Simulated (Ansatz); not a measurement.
Saddle point of Si₅H₁₃I, singlet (Si₄H₁₀ ([SiH3][SiH]([SiH3])[SiH3]) + SiH₃I ([SiH3][I]) → Si₅H₁₂ ([SiH3][Si]([SiH3])([SiH3])[SiH3]) + HI; bonds formed: Si1–Si4, I2–H3; bonds broken: Si1–I2, H3–Si4), PBE0-D4/def2-TZVP structure:

| atom | x (Å) | y (Å) | z (Å) |
| --- | --- | --- | --- |
| Si1 | 0.9335 | -1.8109 | 0.8804 |
| I2 | 3.4918 | -0.6453 | -0.3781 |
| H3 | 1.2906 | -0.3792 | 0.1350 |
| Si4 | -0.2152 | 0.3444 | -0.1112 |
| Si5 | 0.9962 | 2.1672 | -0.9630 |
| Si6 | -1.4250 | 0.7878 | 1.8449 |
| Si7 | -1.3270 | -0.8812 | -1.7647 |
| H8 | -0.4955 | -1.9512 | 1.3349 |
| H9 | 1.1461 | -2.8518 | -0.1387 |
| H10 | 1.7417 | -1.7527 | 2.1092 |
| H11 | -0.0428 | 3.2148 | -1.1888 |
| H12 | 1.6335 | 1.8143 | -2.2502 |
| H13 | 1.9612 | 2.6425 | 0.0537 |
| H14 | -2.5844 | -0.1334 | 1.9434 |
| H15 | -0.5230 | 0.5946 | 3.0096 |
| H16 | -1.8989 | 2.1961 | 1.8070 |
| H17 | -0.3469 | -1.2804 | -2.8046 |
| H18 | -1.9691 | -2.0775 | -1.1631 |
| H19 | -2.3669 | 0.0019 | -2.3557 |

Energies are electronic, without zero-point energy. Barriers and step energies count from the start structure reached by relaxing down the imaginary mode; all methods use the PBE0-D4 structures, on which another method's saddle can fall below an end. Computed with Ansatz 0.2.0 (basis: def2-TZVPP, with def2-QZVPP for the basis limit); correlated methods freeze the cores. Filled d shells of the heavier atoms are correlated. Core potentials replace the inner electrons of the atoms past krypton. The def2 sets are not built for correlating such inner shells, so the correlated values are less sure here. B3LYP uses VWN-RPA correlation. Extrapolation: Hartree–Fock as exp(−7.88 √X), correlation as X^−2.97.

```csv
method,barrier (kcal/mol),step energy (kcal/mol)
SPW92,32.40,13.48
PBE-D4,37.31,13.19
BLYP-D4,40.66,14.49
r2SCAN-D4,41.35,15.09
B97M-V,46.74,13.35
PBE0-D4,41.66,14.42
B3LYP-D4,44.17,15.47
r2SCAN0-D4,44.09,15.96
BHLYP-D4,48.46,17.01
CAM-B3LYP-D4,48.48,16.08
wB97X-V,49.40,16.02
wB97M-V,?,16.70
B2PLYP,47.88,16.21
PBE-QIDH,?,15.84
RPA on PBE,?,14.07
HF,61.64,19.71
MP2,46.96,16.46
CCSD,51.08,15.29
CCSD(T),48.19,14.66
```

Q: Fill in the withheld barriers. (Judge from chemistry; the value comes from the calculation.)

A: By the calculation: PBE-QIDH 45.80; RPA on PBE 49.48; wB97M-V 46.93 kcal/mol. Each is the energy of the saddle less that of the start structure, by the same method.

For comparison, the barrier by CCSD(T) at an estimated basis limit (MP2 extrapolated from triple and quadruple zeta, plus CCSD(T) − MP2 in triple zeta) is 46.57 kcal/mol.

The T1 diagnostic stays at or below 0.015.

Labels in which every atom is bracketed show which atoms are joined, not bond orders.

For scale, one of the runs: CCSD(T)/def2-TZVPP, 442 basis functions, launched by `ansatz run in.yaml --threads 4 --pin off --events-out ev --progress --plain --max-ram 41984MiB --backend cuda --devices 0, --max-vram 37GiB`. Hardware: 4 CPU threads of an AMD EPYC 7R13 and a share of one NVIDIA H100, shared host. Wall time 25 s; peak host memory 1.2 GiB.
